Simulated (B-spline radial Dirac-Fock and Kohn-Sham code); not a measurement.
**Fe 3p3/2: cross section and angular parameters**

System: atomic iron, [Ar] 3d6 4s2; threshold 65.60 eV (orbital energy of the model). Method: Dirac-Hartree-Slater photoionisation with a Latter tail; cross sections with all multipoles, angular parameters from the dipole term and its interference with E2. Computed with a radial B-spline solver.

Input file task.json (cfg lists n, l and occupation; rrms is the nuclear radius in fm):

```json
{"items": [{
  "Z": 26,
  "q": 0,
  "cfg": [[1, 0, 2], [2, 0, 2], [2, 1, 6], [3, 0, 2], [3, 1, 6], [3, 2, 6], [4, 0, 2]],
  "A": 56,
  "rrms": 3.7377,
  "do": "xps",
  "hv": [52.5, 53.7, 60, 150, 151.0, 159.0, 200, 207.0, 342.0, 388.0, 400, 600, 795.0, 800, 841.0, 899.0, 1060.0, 1360.0, 1640.0, 2460.0, 2500.0, 2984.4, 3710.0, 3870.0, 4000, 4400.0, 4770.0, 5340.0, 11100.0, 14100.0],
  "edges": {"K": 7112.0, "L1": 844.6, "L2": 719.9, "L3": 706.8, "M1": 91.3}
}]}
```

Run with: `python xray2_run.py task.json out`

| hν (eV) | σ (kb) | β | γ | δ |
| --- | --- | --- | --- | --- |
| 150 | 656 | 0.930 | 0.152 | 0.011 |
| 151 | 657 | 0.942 | 0.151 | 0.011 |
| 159 | 655 | 1.030 | 0.143 | 0.008 |
| 200 | 592 | 1.304 | 0.082 | 0.001 |
| 207 | 578 | 1.333 | 0.071 | 0.000 |
| 342 | 325 | 1.575 | -0.021 | 0.000 |
| 388 | ? | ? | ? | ? |
| 400 | 255 | 1.606 | -0.020 | 0.001 |
| 600 | 121 | 1.629 | 0.045 | 0.005 |
| 795 | 67.2 | 1.608 | 0.133 | 0.008 |
| 800 | 66.3 | 1.608 | 0.136 | 0.008 |
| 841 | 59.3 | 1.601 | 0.155 | 0.009 |
| 899 | 51.0 | 1.592 | 0.181 | 0.010 |
| 1060 | 34.7 | 1.562 | 0.252 | 0.012 |
| 1360 | 18.8 | 1.505 | 0.372 | 0.018 |
| 1640 | 11.6 | 1.453 | 0.469 | 0.024 |
| 2460 | 3.85 | 1.315 | 0.688 | 0.042 |
| 2500 | 3.68 | 1.309 | 0.697 | 0.043 |
| 2984.4 | 2.21 | 1.239 | 0.795 | 0.054 |
| 3710 | 1.16 | 1.148 | 0.915 | 0.072 |
| 3870 | 1.02 | 1.130 | 0.938 | 0.076 |
| 4000 | 0.925 | 1.115 | 0.955 | 0.079 |
| 4400 | 0.691 | 1.073 | 1.006 | 0.089 |
| 4770 | 0.537 | 1.036 | 1.048 | 0.098 |
| 5340 | 0.377 | 0.984 | 1.105 | 0.112 |
| 11100 | 0.0334 | 0.641 | 1.416 | 0.240 |
| 14100 | 0.0146 | 0.534 | 1.497 | 0.298 |

Question: Give the values at 388 eV.

Answer: σ = 268 kb, β = 1.601, γ = -0.022, δ = 0.001.
